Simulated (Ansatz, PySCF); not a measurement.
Gas-phase reaction in SMILES: F[SiH2]N[SiH3] + N (NH3) + [SiH4] (SiH4) → F[SiH3] [fluorosilane] + 2 N[SiH3]
Structures are relaxed separately at B3LYP-D3(BJ)/def2-TZVP in Ansatz (an electronic-structure program), one conformer each, not searched for the lowest. Frequencies are from Ansatz or PySCF.

Quantity: bond separation energy (enthalpy at 298 K, with B3LYP-D3(BJ) rigid-rotor harmonic-oscillator terms), in kcal/mol. Correlated levels leave the core frozen unless marked. No spin-orbit coupling. Non-relativistic. Basis-set limits of correlation are two-point, X^-3; Hartree-Fock from the larger set. The bracket is a focal-point correction in the basis named.

| level | program | bond separation energy (kcal/mol) |
|---|---|---|
| HF/cc-pV(T+d)Z | Ansatz | 8.0 |
| PBE/def2-TZVPD | Ansatz | 9.6 |
| B3LYP-D3(BJ)/def2-TZVPD | Ansatz + dftd3 | 10.1 |
| CAM-B3LYP-D3(BJ)/def2-TZVPD | Ansatz + dftd3 | 9.7 |
| LC-wPBE/def2-TZVPD | Ansatz | 9.0 |
| RPA@PBE/cc-pV(Q+d)Z | Ansatz | 9.9 |
| SCS-MP2/cc-pV(D+d)Z | Ansatz | 10.8 |

### Question
What does RI-MP2/CBS(aug-cc-pV(T+d)Z,aug-cc-pV(Q+d)Z)+[CCSD(T)-MP2]/aug-cc-pV(T+d)Z (Ansatz) give?

### Answer
10.3 kcal/mol
